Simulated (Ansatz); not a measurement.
## Molecular dynamics of ClF4Ta

input.yaml

```yaml
crystal:
  periodic: [false, false, false]
  atoms:
    - { symbol: Ta, position_ang: [-0.027187, 0.047081, 0.0] }
    - { symbol: F, position_ang: [1.84082, 0.190182, 0.0] }
    - { symbol: F, position_ang: [0.086048, -0.149044, 1.881915] }
    - { symbol: F, position_ang: [0.086048, -0.149044, -1.881915] }
    - { symbol: Cl, position_ang: [-1.170623, 2.027545, 0.0] }
    - { symbol: F, position_ang: [-1.085105, -1.49912, 0.0] }
basis:
  gaussian: { orbitals: def2-SVP }
hamiltonian:
  xc: pbe
  dispersion: d4
md:
  timestep: 1.0
  n_steps: 166
  ensemble: nvt_langevin
  temperature: 1000.0
  initial_velocities: maxwell_boltzmann
  seed: 991411
  friction: 0.05
```

Launched with:

```bash
$ ansatz run input.yaml --threads 2 --pin off --max-ram 3072MiB --backend cpu --events-out ev --progress --plain --runs-dir out
```

It starts from a relaxed structure.

Output, in part (one step line in 3, the closing report, with atoms numbered from 0):

```
md step     0: t =     0.00 fs  T =   833.3 K  F+E_penalty+E_count = -24924.60481315 eV  E_kin = 0.646300 eV  (31 SCF iters)
md step     3: t =     3.00 fs  T =   748.4 K  F+E_penalty+E_count = -24924.59286976 eV  E_kin = 0.580421 eV  (31 SCF iters)
md step     6: t =     6.00 fs  T =   833.1 K  F+E_penalty+E_count = -24924.55065729 eV  E_kin = 0.646110 eV  (30 SCF iters)
md step     9: t =     9.00 fs  T =   938.9 K  F+E_penalty+E_count = -24924.47321360 eV  E_kin = 0.728168 eV  (30 SCF iters)
md step    12: t =    12.00 fs  T =   832.6 K  F+E_penalty+E_count = -24924.42706465 eV  E_kin = 0.645703 eV  (30 SCF iters)
md step    15: t =    15.00 fs  T =  1088.1 K  F+E_penalty+E_count = -24924.42395944 eV  E_kin = 0.843891 eV  (31 SCF iters)
md step    18: t =    18.00 fs  T =  1004.3 K  F+E_penalty+E_count = -24924.38678701 eV  E_kin = 0.778899 eV  (31 SCF iters)
md step    21: t =    21.00 fs  T =   828.1 K  F+E_penalty+E_count = -24924.32332593 eV  E_kin = 0.642255 eV  (31 SCF iters)
md step    24: t =    24.00 fs  T =  1106.3 K  F+E_penalty+E_count = -24924.30134141 eV  E_kin = 0.857982 eV  (33 SCF iters)
md step    27: t =    27.00 fs  T =   928.3 K  F+E_penalty+E_count = -24924.29610523 eV  E_kin = 0.719925 eV  (32 SCF iters)
md step    30: t =    30.00 fs  T =  1358.7 K  F+E_penalty+E_count = -24924.33203005 eV  E_kin = 1.053736 eV  (33 SCF iters)
md step    33: t =    33.00 fs  T =  1207.7 K  F+E_penalty+E_count = -24924.33844055 eV  E_kin = 0.936638 eV  (33 SCF iters)
md step    36: t =    36.00 fs  T =  1039.3 K  F+E_penalty+E_count = -24924.27386672 eV  E_kin = 0.806030 eV  (30 SCF iters)
md step    39: t =    39.00 fs  T =   831.4 K  F+E_penalty+E_count = -24924.19906243 eV  E_kin = 0.644810 eV  (31 SCF iters)
md step    42: t =    42.00 fs  T =   543.7 K  F+E_penalty+E_count = -24924.14120822 eV  E_kin = 0.421637 eV  (30 SCF iters)
md step    45: t =    45.00 fs  T =   690.6 K  F+E_penalty+E_count = -24924.05725186 eV  E_kin = 0.535566 eV  (31 SCF iters)
md step    48: t =    48.00 fs  T =   608.8 K  F+E_penalty+E_count = -24924.00662227 eV  E_kin = 0.472186 eV  (30 SCF iters)
md step    51: t =    51.00 fs  T =   887.8 K  F+E_penalty+E_count = -24924.03804556 eV  E_kin = 0.688528 eV  (30 SCF iters)
md step    54: t =    54.00 fs  T =  1026.9 K  F+E_penalty+E_count = -24924.04079490 eV  E_kin = 0.796403 eV  (30 SCF iters)
md step    57: t =    57.00 fs  T =  1002.4 K  F+E_penalty+E_count = -24923.96673647 eV  E_kin = 0.777404 eV  (30 SCF iters)
md step    60: t =    60.00 fs  T =   797.6 K  F+E_penalty+E_count = -24923.83311953 eV  E_kin = 0.618591 eV  (31 SCF iters)
md step    63: t =    63.00 fs  T =   703.0 K  F+E_penalty+E_count = -24923.71013106 eV  E_kin = 0.545183 eV  (31 SCF iters)
md step    66: t =    66.00 fs  T =   886.6 K  F+E_penalty+E_count = -24923.64096929 eV  E_kin = 0.687631 eV  (32 SCF iters)
md step    69: t =    69.00 fs  T =   684.9 K  F+E_penalty+E_count = -24923.63604979 eV  E_kin = 0.531145 eV  (32 SCF iters)
md step    72: t =    72.00 fs  T =   746.6 K  F+E_penalty+E_count = -24923.69412148 eV  E_kin = 0.579067 eV  (32 SCF iters)
md step    75: t =    75.00 fs  T =   848.8 K  F+E_penalty+E_count = -24923.70043423 eV  E_kin = 0.658302 eV  (32 SCF iters)
md step    78: t =    78.00 fs  T =  1301.9 K  F+E_penalty+E_count = -24923.64902201 eV  E_kin = 1.009731 eV  (32 SCF iters)
md step    81: t =    81.00 fs  T =   831.8 K  F+E_penalty+E_count = -24923.53467361 eV  E_kin = 0.645144 eV  (31 SCF iters)
md step    84: t =    84.00 fs  T =  1127.5 K  F+E_penalty+E_count = -24923.43838683 eV  E_kin = 0.874410 eV  (32 SCF iters)
md step    87: t =    87.00 fs  T =  1201.2 K  F+E_penalty+E_count = -24923.36884861 eV  E_kin = 0.931570 eV  (31 SCF iters)
md step    90: t =    90.00 fs  T =  1197.6 K  F+E_penalty+E_count = -24923.35650691 eV  E_kin = 0.928793 eV  (33 SCF iters)
md step    93: t =    93.00 fs  T =  1194.8 K  F+E_penalty+E_count = -24923.45014128 eV  E_kin = 0.926675 eV  (31 SCF iters)
md step    96: t =    96.00 fs  T =  1027.1 K  F+E_penalty+E_count = -24923.62939339 eV  E_kin = 0.796564 eV  (31 SCF iters)
md step    99: t =    99.00 fs  T =  1475.4 K  F+E_penalty+E_count = -24923.79752147 eV  E_kin = 1.144261 eV  (31 SCF iters)
md step   102: t =   102.00 fs  T =  2159.2 K  F+E_penalty+E_count = -24923.85711614 eV  E_kin = 1.674581 eV  (31 SCF iters)
md step   105: t =   105.00 fs  T =  2229.8 K  F+E_penalty+E_count = -24923.80760831 eV  E_kin = 1.729312 eV  (31 SCF iters)
md step   108: t =   108.00 fs  T =  1398.5 K  F+E_penalty+E_count = -24923.70115300 eV  E_kin = 1.084626 eV  (32 SCF iters)
md step   111: t =   111.00 fs  T =  1100.8 K  F+E_penalty+E_count = -24923.71783705 eV  E_kin = 0.853759 eV  (33 SCF iters)
md step   114: t =   114.00 fs  T =  1716.9 K  F+E_penalty+E_count = -24923.87692821 eV  E_kin = 1.331591 eV  (32 SCF iters)
md step   117: t =   117.00 fs  T =  1463.1 K  F+E_penalty+E_count = -24924.02114763 eV  E_kin = 1.134723 eV  (32 SCF iters)
md step   120: t =   120.00 fs  T =  1516.0 K  F+E_penalty+E_count = -24924.10368992 eV  E_kin = 1.175772 eV  (32 SCF iters)
md step   123: t =   123.00 fs  T =  1257.3 K  F+E_penalty+E_count = -24924.14308416 eV  E_kin = 0.975105 eV  (32 SCF iters)
md step   126: t =   126.00 fs  T =  1339.8 K  F+E_penalty+E_count = -24924.10108115 eV  E_kin = 1.039128 eV  (31 SCF iters)
md step   129: t =   129.00 fs  T =  1004.5 K  F+E_penalty+E_count = -24924.00277546 eV  E_kin = 0.779063 eV  (31 SCF iters)
md step   132: t =   132.00 fs  T =   805.8 K  F+E_penalty+E_count = -24923.91530849 eV  E_kin = 0.624914 eV  (33 SCF iters)
md step   135: t =   135.00 fs  T =   588.4 K  F+E_penalty+E_count = -24923.87509792 eV  E_kin = 0.456323 eV  (30 SCF iters)
md step   138: t =   138.00 fs  T =   610.1 K  F+E_penalty+E_count = -24923.89859823 eV  E_kin = 0.473171 eV  (31 SCF iters)
md step   141: t =   141.00 fs  T =   805.3 K  F+E_penalty+E_count = -24923.93743354 eV  E_kin = 0.624585 eV  (32 SCF iters)
md step   144: t =   144.00 fs  T =   948.0 K  F+E_penalty+E_count = -24923.97425960 eV  E_kin = 0.735257 eV  (30 SCF iters)
md step   147: t =   147.00 fs  T =  1455.2 K  F+E_penalty+E_count = -24923.97454197 eV  E_kin = 1.128631 eV  (31 SCF iters)
md step   150: t =   150.00 fs  T =  1172.6 K  F+E_penalty+E_count = -24923.92328723 eV  E_kin = 0.909422 eV  (31 SCF iters)
md step   153: t =   153.00 fs  T =   817.9 K  F+E_penalty+E_count = -24923.84600873 eV  E_kin = 0.634326 eV  (31 SCF iters)
md step   156: t =   156.00 fs  T =   681.7 K  F+E_penalty+E_count = -24923.77488660 eV  E_kin = 0.528689 eV  (31 SCF iters)
md step   159: t =   159.00 fs  T =   741.7 K  F+E_penalty+E_count = -24923.77757475 eV  E_kin = 0.575263 eV  (31 SCF iters)
md step   162: t =   162.00 fs  T =   930.6 K  F+E_penalty+E_count = -24923.85964398 eV  E_kin = 0.721742 eV  (32 SCF iters)
md step   165: t =   165.00 fs  T =  1471.7 K  F+E_penalty+E_count = -24923.94920410 eV  E_kin = 1.141425 eV  (32 SCF iters)
md step   166: t =   166.00 fs  T =  1446.4 K  F+E_penalty+E_count = -24923.96843788 eV  E_kin = 1.121750 eV  (31 SCF iters)
Total energy: -24923.96850159 eV, -915.9389483607 hartree
Atom 0 at    -0.167497    -0.016576    -0.026722 Å, force     0.286507    -1.172453     2.413879 eV/Å
Atom 1 at     1.466412     0.730977    -0.358676 Å, force     1.838029     0.654378     0.916578 eV/Å
Atom 2 at     0.274835    -0.246604     1.886176 Å, force     0.151048     0.819863    -1.798664 eV/Å
Atom 3 at     0.126382    -0.370450    -1.854054 Å, force    -1.095129    -0.776780    -0.394534 eV/Å
Atom 4 at    -1.344855     1.890557     0.127254 Å, force    -0.845059     0.376542    -0.090226 eV/Å
Atom 5 at    -0.855683    -1.737866     0.381774 Å, force    -0.335396     0.098451    -1.047033 eV/Å
Dipole moment:    -0.281231     0.206961    -0.157397 e Å
```

All steps were run. The mean temperature of the second half is 20 % above the set value. A run of 0.17 ps of so small a system gives no equilibrium averages.

The same pairs are bonded in the first frame and the last. Pairs count as bonded within 1.25 times the sum of covalent radii (0.12 Å more for H–H).

Last frame:

```xyz
6
Properties=species:S:1:pos:R:3
Ta -0.168 -0.017 -0.027
F 1.466 0.731 -0.359
F 0.275 -0.247 1.886
F 0.126 -0.370 -1.854
Cl -1.345 1.891 0.127
F -0.856 -1.738 0.382
```

Run time: 4.6 min on 2 threads of AMD EPYC 7B13 (Zen 3), on a shared host, peak memory 0.17 GiB.
